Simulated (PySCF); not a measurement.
## Working out the ionisation energy of Ar(2+)

Ar(2+) [Ne] 3s2 3p4 (3P) → Ar(3+) [Ne] 3s2 3p3 (4S). All numbers are calculated (PySCF 2.14, the spin-free X2C one-electron Hamiltonian (Gaussian nucleus), in x2c-QZVPPall (9s6p4d2f1g, 70 functions)). Frozen: 1s2. Energies in hartree (1 hartree = 27.21139 eV):

| part | Ar(2+) (lower) | Ar(3+) (upper) |
| --- | --- | --- |
| UHF | -527.129486 | -525.682087 |
| CCSD correlation | -0.347504 | -0.307679 |
| (T) | -0.006481 | -0.005242 |

Problem. What does Hartree-Fock give?

Solution. (-525.682087) − (-527.129486) = 1.447399 hartree = 39.386 eV.

Problem. What do CCSD and CCSD(T) give?

Solution. The CCSD correlation energies differ by 0.039825 hartree = 1.084 eV and the triples by 0.001239 hartree = 0.034 eV, so CCSD gives 40.470 eV and CCSD(T) 40.504 eV.

A first-order spin-orbit estimate adds 0.063 eV to CCSD(T) (valence and next inner shell), giving 40.567 eV against 40.735 ± 0.012 eV (semi-empirical (NIST evaluation); NIST Atomic Spectra Database, ionization energies).

What remains against the reference includes basis incompleteness, the frozen core and higher excitations.
